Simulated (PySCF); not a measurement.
C4H5FSi, SMILES C(=C(\C#C)F)/[SiH3]. Geometry: PBE-D3(BJ)/def2-SVP. The structure was generated by enumeration; whether it is a known compound was not checked.

Computed equilibrium geometry at PBE-D3(BJ)/def2-SVP (PySCF confirms it by a frequency run) as bond lengths and angles, and its point group:
point group Cs.
Atoms: C1 C2 C3 F4 C5 Si6 H7 H8 H9 H10 H11. Bond lengths (Å): C1–C2 1.225, C1–H7 1.082, C2–C3 1.425, C3–F4 1.358, C3–C5 1.353, C5–Si6 1.880, C5–H8 1.101, Si6–H9 1.504, Si6–H10 1.504, Si6–H11 1.503. Bond angles (°): C2–C1–H7 179.9, C1–C2–C3 180.0, C2–C3–F4 113.6, C2–C3–C5 127.0, F4–C3–C5 119.4, C3–C5–Si6 122.4, C3–C5–H8 116.4, Si6–C5–H8 121.2, C5–Si6–H9 111.0, C5–Si6–H10 111.0, C5–Si6–H11 108.3, H9–Si6–H10 108.4, H9–Si6–H11 109.1, H10–Si6–H11 109.1.
Charge 0, spin multiplicity 1.
